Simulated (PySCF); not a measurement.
## Potential energy of SnS along the bond

Set-up: PySCF, scalar-relativistic core potentials, basis sets Sn def2-SVPD with ECP28, S def2-SVPD. Energies in eV from Sn + S in their ground configurations at the same level. State: ¹Σ⁺ (singlet), closed shell.

Curves on a restricted Hartree–Fock reference rise too fast on stretching and do not dissociate correctly.

All columns are RHF. A positive dipole means Sn(−)S(+).

```tsv
R (Å)	E (eV)	μ (D)	Mulliken charge on Sn (basis-dependent)	HOMO (eV)	LUMO (eV)	Mayer bond order	⟨S²⟩
1.921	-0.894	-2.32	0.75	-9.55	0.76	2.16	0.00
2.011	-1.822	-2.92	0.77	-9.67	0.55	2.10	0.00
2.100	-2.314	-3.52	0.79	-9.73	0.33	2.05	0.00
2.167	-2.473	-3.97	0.81	-9.73	0.17	2.02	0.00
2.234	-2.495	-4.42	0.82	-9.51	0.02	1.99	0.00
2.301	-2.411	-4.86	0.82	-9.29	-0.14	1.97	0.00
2.390	-2.179	-5.44	0.83	-9.03	-0.34	1.94	0.00
2.502	-1.756	-6.14	0.82	-8.74	-0.58	1.92	0.00
2.636	-1.136	-6.92	0.81	-8.45	-0.84	1.89	0.00
2.815	-0.240	-7.81	0.77	-8.16	-1.14	1.82	0.00
```

A fit through these points gives, at Re = 2.212 Å, μ = -4.28 D and dμ/dR = -6.68 D/Å; the reduced mass is 25.24 u.

Task: How strong is the fundamental in the double-harmonic approximation, I = 42.26·(dμ/dR)²/μred km/mol?

Result: I = 42.26·(-6.68)²/25.24 = 74.7 km/mol at RHF.

Spin–orbit coupling is left out, which matters for elements this heavy, above all for dissociation energies. Where the molecule has an RHF reference, its open-shell atoms are computed with UHF. Hartree–Fock leaves out correlation, which carries a large part of most bond energies and some tenths to 1 eV of ionisation energies.
